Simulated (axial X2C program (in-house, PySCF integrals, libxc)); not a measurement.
## Working with the constants of BeAu⁺

A bond curve at the PBE0 level, with spin–orbit coupling, was computed with an axial X2C code built on PySCF integrals (basis Au dyall-cv3z [13s14p9d6f4g], Be dyall-cv3z [8s8p3d1f] (cores contracted in-house)) for the state Ω = 0 (closed shell). Its fit gives Re = 1.9862 Å, ωe = 650.4 cm⁻¹, ωexe = 4.54 cm⁻¹ and αe = 4.608e-03 cm⁻¹; the masses are 196.9666 and 9.0122 u. Two-component means X2C with spin–orbit coupling and atomic mean-field Coulomb and Gaunt terms.

(1) Find the reduced mass, Be and the force constant.

(2) Give B0, the J = 1←0 line in GHz and the most populated J at 300 K (kT = 208.5 cm⁻¹).

(3) A Morse curve ties αe to the other constants (Pekeris). How well does that hold?

(4) Where do the fundamental and the first overtone lie?

(5) Estimate the centrifugal constant by the Kratzer relation.

Occupations by symmetry block were frozen at the best pattern of an incomplete PBE0 search.

## Answers

(1) From the PBE0 values: μ = 8.6179 u. Be = 16.8576/(μ Re²) = 0.4958 cm⁻¹. k = 5.8918×10⁻⁷ μ ωe² = 2.15 mdyn/Å.

(2) B0 = Be − αe/2 = 0.4935 cm⁻¹; 2B0 = 29.59 GHz; J(max) ≈ √(kT/2B0) − 1/2 = 14.0, so J = 14.

(3) αe(Morse) = 6Be²/ωe × (√(ωexe/Be) − 1) = 4.595e-03 cm⁻¹; the PBE0 curve gives 4.608e-03 cm⁻¹, a ratio of 1.00.

(4) ν(1←0) = ωe − 2ωexe = 641.3 cm⁻¹; ν(2←0) = 2ωe − 6ωexe = 1273.6 cm⁻¹.

(5) D = 4Be³/ωe² = 1.15e-06 cm⁻¹.
